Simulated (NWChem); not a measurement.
Spin states of HP

```xyz
2

P      0.0000     0.0000     0.0898
H      0.0000     0.0000    -1.3473
```
Charge 0, spin multiplicity 3.

The numbers come from NWChem runs, not from measurements. The geometry was optimised at UPBE0/def2-SVP, a minimum by its harmonic frequencies.

Basis set: def2-TZVP. The gap is E(triplet) − E(singlet) at the geometry of the triplet, so a negative value puts the higher spin lower. Open shells are unrestricted, and the singlet is the closed-shell solution. Where the lowest singlet needs several determinants, the single determinant used here isn't a pure state and places it wrongly.

The correlated methods keep 5 core orbitals frozen. B3LYP has NWChem's definition, with VWN1-RPA local correlation. This spin state was chosen for the runs; another may lie lower. The structure started from a generated list of species. The unpaired electrons of the parent sit in orbitals of symmetry b1 and b2 (C2v labels of the run); other states weren't searched. No SCF solution was tested for a lower state. Open-shell Hartree-Fock references start from PBE0 orbitals.

**Question.** One of these methods gave a vertical singlet-triplet gap of -31.9 kcal/mol. Which?
A. HF
B. MP2
C. B3LYP

**Answer.** C, B3LYP. The others give -46.6 (HF), -35.5 (MP2).
